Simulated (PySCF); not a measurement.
Exact mass, isotope pattern and composition

Species: `[SiH3]N([SiH3])[Si@@H]1CC[SiH2]N1`.

Calculated for natural abundance.

(1) Molar mass and exact mass?

(2) Work out the cluster of the molecular ion M+•, one line a nominal mass.

(3) Which m/z would the protonated, sodiated and deprotonated molecule have?

(4) Which singly substituted isotopologues are there?

(5) What share of all molecules is the monoisotopic species?

(6) Protons, neutrons, electrons, and exact less nominal mass of the monoisotopic species?

(7) What is the composition by mass?

Results:

(1) For C2H14N2Si4, with standard atomic weights, 4 × 28.085 + 2 × 14.007 + 2 × 12.011 + 14 × 1.008 = 178.488 g/mol. From the most abundant isotopes (28Si, 14N, 12C, 1H), 4 × 27.976927 + 2 × 14.003074 + 2 × 12.000000 + 14 × 1.007825 = 178.0234 u.

(2) 
| nominal mass | m/z (centroid) | relative intensity |
| --- | --- | --- |
| 178 | 178.0229 | 100.0 |
| 179 | 179.0227 | 23.4 |
| 180 | 180.0201 | 15.6 |
| 181 | 181.0198 | 2.6 |
| 182 | 182.0172 | 0.8 |

Lines under 0.1 % of the tallest are left out. One electron mass, 0.00055 u, is taken off. Abundances used (%; other tables differ somewhat): 28Si 92.2297, 29Si 4.6832, 30Si 3.0872; 14N 99.632, 15N 0.368; 12C 98.93, 13C 1.07; 1H 99.9885, 2H 0.0115.

(3) [M+H]+ 179.0307, [M+Na]+ 201.0126, [M−H]− 177.0161, for the monoisotopic species (arithmetic only; whether such ions form is another matter).

(4) Intensity in % of the monoisotopic species:

```tsv
isotope	mass shift (u)	m/z	intensity (%)
15N	+0.99703	179.0199	0.74
29Si	+0.99957	179.0224	20.31
13C	+1.00335	179.0262	2.16
2H	+1.00628	179.0291	0.16
30Si	+1.99684	180.0197	13.39
```

Species under 0.02 % are left out.

(5) 0.922297^4 × 0.99632^2 × 0.9893^2 × 0.999885^14 = 70.18 %.

(6) 96 protons, 82 neutrons and 96 electrons; 178.0234 − 178 = +0.0234 u.

(7) Si 62.94 %, N 15.70 %, C 13.46 %, H 7.91 %.
